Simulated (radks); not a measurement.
The numbers below are computed, except where a source is named.
Effect of the nuclear size on the barium ion Ba11+, [Kr] 4d9. Level of theory: Dirac Kohn-Sham, relativistic LDA (MacDonald-Vosko exchange, VWN5 correlation), spin-unpolarised, spherical densities, finite nucleus; open shells are shared between the two j in proportion to 2j + 1; Fermi nuclear charge, rms radius 4.8378 fm (a radial shooting solver on a logarithmic mesh with Libxc functionals). The rms radius is varied about that value; shifts are against it.

rms radius (fm)	total energy shift (eV)	density at nucleus (e/bohr^3)	1s1/2 shift (meV)	2s1/2 shift (meV)	4s1/2 shift (meV)	4p1/2 shift (meV)	4d5/2 shift (meV)	5s1/2 (empty) shift (meV)	5p1/2 (empty) shift (meV)
4.0638	-2.45	3.296e+05	-1020	-122	-5.74	0.219	0.263	-1.56	0.041
4.4314	-1.33	3.241e+05	-551	-66.4	-3.11	0.119	0.143	-0.848	0.022
4.8378	0	3.186e+05	0.000	0.000	0.000	0.000	0.000	0.000	0.000
5.0797	0.835	3.157e+05	346	41.7	1.96	-0.075	-0.090	0.533	-0.014
5.8876	3.86	3.068e+05	1600	193	9.05	-0.346	-0.415	2.46	-0.064

Slopes of the eigenvalues against <r^2> in GHz/fm^2, as finite differences over the two radii next to the reference (eigenvalue slopes, not the field-shift constants of lines): 1s1/2 35200, 2s1/2 4240, 4s1/2 199, 4p1/2 -7.60, 4d5/2 -9.12, 5s1/2 (empty) 54.2, 5p1/2 (empty) -1.41.
